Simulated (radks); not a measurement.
Xe VI, configuration [Kr] 4d10 5s2 5p1 (the NIST ground configuration).

Method: Dirac Kohn-Sham, BLYP, spin-unpolarised, spherical densities, finite nucleus; open shells fill j = l - 1/2 first; Fermi nuclear charge, rms radius 4.7859 fm; computed with a radial shooting solver on a logarithmic mesh with Libxc functionals.

Energy parts (eV):
total: -202583.556
kinetic: 215231.241
electron-nucleus: -489578.843
Hartree: 76825.275
exchange-correlation: -5061.229

Orbitals (lengths in bohr, moments of r in powers of bohr):
orbital	occ.	eigenvalue (eV)	<r^2>	<r^4>	<r>
1s1/2	2	-34411.66	0.0009637	2.434e-06	0.02666
2s1/2	2	-5405.816	0.01543	0.0004111	0.1142
2p1/2	2	-5083.248	0.01139	0.0002616	0.09619
2p3/2	4	-4758.438	0.01267	0.0003163	0.1020
3s1/2	2	-1154.242	0.1072	0.01749	0.3061
3p1/2	2	-1020.082	0.1019	0.01659	0.2962
3p3/2	4	-958.3902	0.1099	0.01919	0.3078
3d3/2	4	-722.1007	0.09192	0.01541	0.2787
3d5/2	6	-709.0580	0.09422	0.01613	0.2824
4s1/2	2	-257.6380	0.5782	0.4900	0.7155
4p1/2	2	-210.0663	0.6301	0.5998	0.7439
4p3/2	4	-197.6717	0.6774	0.6929	0.7714
4d3/2	4	-120.5173	0.8624	1.229	0.8611
4d5/2	6	-118.4916	0.8827	1.288	0.8713
5s1/2	2	-73.6025	3.130	13.93	1.675
5p1/2	1	-60.4908	3.805	20.81	1.844
5p3/2	0	-58.4404	4.044	23.44	1.902

The highest occupied level is 5p1/2 at -60.491 eV. The density falls to 0.001 e/bohr^3 at r = 3.19 bohr. The electron density at the nucleus is 2.717e+05 e/bohr^3. Summed over all electrons, <r^2> = 25.84 bohr^2, which gives a Langevin (diamagnetic) susceptibility term of -20.5 x 10^-6 cm^3/mol.
